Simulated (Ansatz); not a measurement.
`C[NH][GeH2][CH3]` + `N#[C][AlH2]` → `[CH3][GeH2][AlH][C]#N` + CH₃NH₂  (formal exchange of groups at a Ge–N bond)

Isolated molecules relaxed with PBE0-D4/def2-TZVP in Ansatz; ΔE leaves out vibrations. CBS: MP2 limit from def2 TZ/QZ plus the TZ coupled-cluster correction, frozen cores. This one scheme is used for every species. For Ge outer-core shells are correlated without core-valence functions, which leaves a few kJ/mol of doubt a bond. Scalar relativity is left out up to krypton. Each species was taken in one conformer, which may not be the lowest.

| species | HF/def2-SVP energy (Eh) |
| --- | --- |
| `C[NH][GeH2][CH3]` | -2210.42823 |
| `N#[C][AlH2]` | -335.24241 |
| `[CH3][GeH2][AlH][C]#N` | -2450.53074 |
| CH₃NH₂ | -95.14543 |

Work out ΔE.

ΔE = (-2450.53074) + (-95.14543) − (-2210.42823) − (-335.24241) = -0.00553 Eh = -14.5 kJ/mol. CCSD(T)/CBS gives -25.8 kJ/mol.

What do rigid-rotor, harmonic-oscillator terms from PBE0-D4/def2-TZVP frequencies (298.15 K, 1 bar) make of the CCSD(T)/CBS value? (Estimate.)

Ansatz gave: ΔZPE = +10.9 kJ/mol, ΔH = -13.4 kJ/mol, ΔS = 25 J/(mol·K), ΔG = -20.9 kJ/mol. Modes under 50 cm⁻¹ make the entropy rough.

Largest T1 diagnostic among the species: 0.013.

From PBE to PBE0 (25 % exact exchange), in def2-TZVPP and without D4, ΔE moves by +3.2 kJ/mol. Leaving LDA and LC-ωPBE aside and taking each functional with its dispersion term where it has one, the values, not all of them listed here, spread over 21.7 kJ/mol, from PBE-D4 to B97M-V. LDA lies +5.0 kJ/mol from PBE without D4.
